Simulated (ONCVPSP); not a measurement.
# Scattering properties, ONCV potential for lanthanum

ONCVPSP 4.0.1 input, shortened (lines: element, Z, core and valence counts, functional; n l f; lmax; l rc ep ncon nbas qcut; lloc lpopt rc5 dvloc0; l nproj debl; icmod fcfact rcfact), LDA (Perdew-Wang 92), scalar-relativistic:

```
  La 57.00    9    4  -001012      upf
    1    0    2.00
    2    0    2.00
    2    1    6.00
    3    0    2.00
    3    1    6.00
    3    2   10.00
    4    0    2.00
    4    1    6.00
    4    2   10.00
    5    0    2.00
    5    1    6.00
    5    2    1.00
    6    0    1.00
    3
    0    2.20    0.00    3    7    5.20
    1    2.30    0.00    3    8    5.30
    2    2.30    0.00    4    9    3.80
    3    1.80    0.08    4    7    7.00
    4    4    1.60    4.00
    0    2    3.80
    1    1    1.70
    2    2    1.10
    3    3    2.90
    3    1.75    1.70
```

In the f channel the program set the typed energies aside and used -0.385, 2.515, 5.415 Ha.

The phase is arctan(r·R′/R) of the radial function R(r), unwrapped; energies in Ha, scanned from -3 to 5 Ha. A pole is an energy at which the radial function vanishes at the test radius. The pseudo phase is shifted by a multiple of π to meet the all-electron one at the reference energy, and phase errors are pseudo minus all-electron; the curves can meet again beyond the range given. Levels narrower than the energy grid can be missing from the lists of poles.

```
channel  radius (bohr)  reference energy (Ha)  poles, all-electron  poles, pseudo  unbroken range about the reference energy with phases within 0.05 rad  phase error 1 Ha above the reference energy (rad)
      s           2.24                  -0.32          -1.21, 4.37    -1.21, 4.06                                                              below 4.7                                             -0.002
      p           2.33                  -1.04          -0.47, 4.64    -0.49, 3.14                                                              below 0.4                                             -0.017
      d           2.33                  -0.32                 0.90           0.90                                                              below 2.6                                             -0.000
      f           1.82                  -0.39          -0.06, 4.96    -0.06, 4.96                                                        the whole range                                             -0.000
```

Phases in the d channel:

```csv
E (Ha),all-electron,pseudo
-2.98,1.327,1.325
-2.54,1.292,1.291
-2.10,1.240,1.239
-1.66,1.151,1.150
-1.22,0.961,0.961
-0.78,0.375,0.374
-0.34,-0.835,-0.835
0.10,-1.312,-1.312
0.54,-1.486,-1.486
0.98,-1.587,-1.587
1.42,-1.671,-1.671
1.86,-1.770,-1.772
2.30,-1.946,-1.958
2.74,-2.506,-2.607
3.18,-3.893,-4.017
3.62,-4.362,-4.412
4.06,-4.512,-4.545
4.50,-4.587,-4.615
4.94,-4.634,-4.662
```
